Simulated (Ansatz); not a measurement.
Reaction (ligand exchange at a Ge–O bond): `C[O][GeH]([Cl])[O][SiH3]` + H₂S → `C[O][GeH]([SH])[Cl]` + `O[SiH3]`

Program: Ansatz. Geometries: PBE0-D4/def2-TZVP. ΔE: electronic, gas phase. CCSD(T)/CBS is the MP2 limit (def2-TZVPP, def2-QZVPP) plus CCSD(T) − MP2 in def2-TZVPP, frozen cores. This one scheme is used for every species. For Ge outer-core shells are correlated without core-valence functions, which leaves a few kJ/mol of doubt a bond. Scalar relativity is left out up to krypton. One conformer a species, not always the lowest.

`C[O][GeH]([Cl])[O][SiH3]`:

Z-matrix (Å, degrees):
```
C
O 1 1.414
H 1 1.091 2 107.5
H 1 1.096 2 111.6 3 118.7
H 1 1.095 2 111.8 3 -119.0
Ge 2 1.751 1 120.6 3 176.0
O 6 1.750 2 110.5 1 60.3
Cl 6 2.147 2 108.7 1 -56.9
H 6 1.519 2 108.7 1 -178.9
Si 7 1.642 6 139.3 2 -76.2
H 10 1.486 7 111.0 6 -28.9
H 10 1.487 7 109.6 6 91.4
H 10 1.483 7 108.1 6 -149.5
```

H₂S:

Z-matrix (Å, degrees):
```
S
H 1 1.341
H 1 1.341 2 92.3
```

`C[O][GeH]([SH])[Cl]`:

Cartesian coordinates in Å:
```
C 1.062 0.686 -0.947
O 0.784 -0.662 -0.631
Ge -0.569 -1.069 0.414
S -0.480 0.001 2.347
Cl -2.381 -0.448 -0.572
H 1.983 0.703 -1.531
H 0.260 1.131 -1.545
H 1.209 1.291 -0.045
H -0.532 -2.585 0.574
H -1.336 0.950 1.935
```

`O[SiH3]`:

Cartesian coordinates in Å:
```
O 0.898 -0.898 -0.172
Si -0.362 0.156 -0.037
H 1.733 -0.651 0.226
H -0.718 0.407 1.387
H -1.501 -0.482 -0.735
H -0.051 1.468 -0.668
```

```csv
level,ΔE (kJ/mol)
MP2/CBS(def2),3.2
CCSD/CBS(def2),9.6
```

Task: What does CCSD(T)/CBS give? (Best estimate.)

Result: Computed: +7.7 kJ/mol. The listed levels differ from it by -4.5, 1.9 kJ/mol.

Largest T1 diagnostic among the species: 0.012.

The D4 term adds +4.4 kJ/mol with B3LYP and +2.9 kJ/mol with PBE0; it sums over pairs of atoms, weighted by their polarisabilities, and B3LYP, whose exchange is more repulsive, gets the larger term. From PBE to PBE0 (25 % exact exchange), in def2-TZVPP and without D4, ΔE moves by +4.2 kJ/mol. In def2-TZVPP, CCSD(T) changes the Hartree–Fock value by −8.7 kJ/mol (the triples alone add −1.9 kJ/mol) and MP2 by −13.3 kJ/mol.

B3LYP here is the variant with VWN-RPA as its local correlation; programs differ in this.
